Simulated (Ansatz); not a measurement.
Geometry optimisation, RKS PBE-D4/def2-SVP (Ansatz 0.2.0).

The input (input.yaml):

```yaml
crystal:
  periodic: [false, false, false]
  atoms:
    - { symbol: Sn, position_ang: [0.232885, -0.052359, -0.005363] }
    - { symbol: Cl, position_ang: [0.654246, -0.065904, 2.353328] }
    - { symbol: H, position_ang: [1.763721, 0.107081, -0.775825] }
    - { symbol: Cl, position_ang: [-1.059765, 1.791307, -0.689802] }
    - { symbol: Cl, position_ang: [-0.746173, -2.086038, -0.677437] }
    - { symbol: P, position_ang: [-3.176831, 0.280168, 1.321158] }
    - { symbol: H, position_ang: [-2.964184, -0.7129, 0.30369] }
    - { symbol: H, position_ang: [-3.690172, -0.711458, 2.248883] }
    - { symbol: H, position_ang: [-1.861628, 0.138004, 1.858369] }
basis:
  gaussian: { orbitals: def2-SVP }
hamiltonian:
  xc: pbe
  dispersion: d4
relax:
  f_tol: 0.03
  max_steps: 50
output:
  orbitals: {}
```

Command:

```bash
$ ansatz run input.yaml --threads 4 --pin off --max-ram 5120MiB --backend cpu --events-out ev --progress --plain --runs-dir out
```

Where does it end, and by what steps?

It converged. The force dipped under the threshold on the way, but the program's further checks kept it going. After 10 steps the energy has fallen by 0.174 eV; H9 moved furthest, 0.54 Å.

```csv
step,energy less start (eV),largest force component (eV/Å),accepted
0,0.0000,0.684,yes
1,-0.1289,0.154,yes
2,-0.1559,0.210,yes
3,-0.1655,0.215,yes
4,-0.1606,0.348,no
5,-0.1713,0.021,yes
6,-0.1728,0.068,yes
7,-0.1712,0.112,no
8,-0.1738,0.009,yes
9,-0.1742,0.031,yes
10,-0.1743,0.014,yes
```

```xyz
9
Properties=species:S:1:pos:R:3
Sn 0.557 -0.057 -0.175
Cl 0.827 -0.094 2.162
H 2.071 0.116 -0.969
Cl -0.891 1.719 -0.697
Cl -0.506 -2.057 -0.809
P -3.514 0.262 1.426
H -3.016 -0.749 0.526
H -4.093 -0.730 2.299
H -2.283 0.277 2.175
```

Whether the end is a true minimum wasn't checked by a vibrational analysis.

The run took 17 s on 4 threads of Arm Neoverse V1, on a shared host, peak memory 0.18 GiB.
